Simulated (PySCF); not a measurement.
# One molecule, several mistakes: BH6NSi2

Calculated results; nothing here was measured. They come from PySCF 2.14.0, an open-source quantum chemistry program, on an isolated molecule that a program drew, which may never have been made. The molecule is BH6NSi2 (charge 0, singlet), drawn as the SMILES string `[SiH]NB[SiH3]`.

Each row is a Hartree-Fock (HF) and frozen-core CCSD(T) single point in the cc-pV(D+d)Z basis, meant for a local HF minimum. Run 1 is clean. Each other run has one planted mistake out of seven kinds, and not every kind appears here: one electron removed, one electron added, multiplicity raised by two, geometry at a saddle point, minimal basis STO-3G, one bond length entered in bohr, all coordinates scaled. The reference is restricted for singlets and unrestricted otherwise, and also for a bond in bohr. Adding or removing an electron swaps singlet and doublet. Electrons count all cores. HOMO and LUMO are orbital energies over both spins, the gradient is its largest component, and the lowest frequency (negative if imaginary) is given only where the gradient is small. Bond lengths are over the 9 bonds as drawn. T1 is the CCSD diagnostic: over 0.02 (restricted) or 0.045 (unrestricted) a single reference is doubtful.

Geometry of the clean run:
```xyz
10
BH6NSi2, angstrom
Si    0.9384    1.6323    1.5770
N     1.4411    0.0006    1.2203
B     0.8248   -0.8931    0.2987
Si   -0.8288   -0.4486   -0.8456
H     2.0272    1.9137    2.6000
H     2.2413   -0.3720    1.7004
H     1.3176   -1.9880    0.1912
H    -2.0184   -0.1440   -0.0094
H    -0.5914    0.7065   -1.7489
H    -1.1629   -1.6222   -1.6933
```

| run | electrons | basis functions | <S^2> | HOMO (eV) | LUMO (eV) | gradient (hartree/bohr) | lowest frequency (cm^-1) | mean bond (Å) | longest bond (Å) | T1 | HF (hartree) | CCSD(T) (hartree) | mistake |
|---|---|---|---|---|---|---|---|---|---|---|---|---|---|
| 1 | 46 | 104 | 0.000 | -9.16 | 0.90 | 2.6e-05 | 66 | 1.4906 | 2.059 | 0.0146 | -660.49973 | -661.01484 | no fault |
| 2 | 46 | 104 | 0.000 | -9.39 | 0.67 | 4.5e-02 | - | 1.5994 | 2.210 | 0.0169 | -660.45856 | -660.98496 | all coordinates scaled |
| 3 | 47 | 104 | 0.792 | -0.63 | 6.96 | 5.6e-02 | - | 1.4906 | 2.059 | 0.0272 | -660.49388 | -661.02696 | one electron added |
| 4 | 45 | 104 | 0.766 | -15.23 | -7.04 | 6.2e-02 | - | 1.4906 | 2.059 | 0.0197 | -660.20329 | -660.68727 | ? |
| 5 | 46 | 104 | 2.004 | -7.56 | 0.00 | 3.3e-02 | - | 1.4906 | 2.059 | 0.0200 | -660.44916 | -660.94267 | ? |

**Which mistake was planted in run 4, and what did it cost?**

It counts 45 electrons, one fewer than the clean run, at the same geometry and basis. So the mistake is: one electron removed. Subtracting run 1 and multiplying by 627.51 kcal/mol a hartree, the energy moved by 186.0 kcal/mol in HF and 205.6 kcal/mol in CCSD(T).

**Which mistake was planted in run 5, and what did it cost?**

Electrons, basis and geometry are unchanged, and <S^2> is 2.004, beside S(S+1) = 2.00 for a multiplicity of 3. So the mistake is: multiplicity raised by two. Subtracting run 1 and multiplying by 627.51 kcal/mol a hartree, the energy moved by 31.7 kcal/mol in HF and 45.3 kcal/mol in CCSD(T).

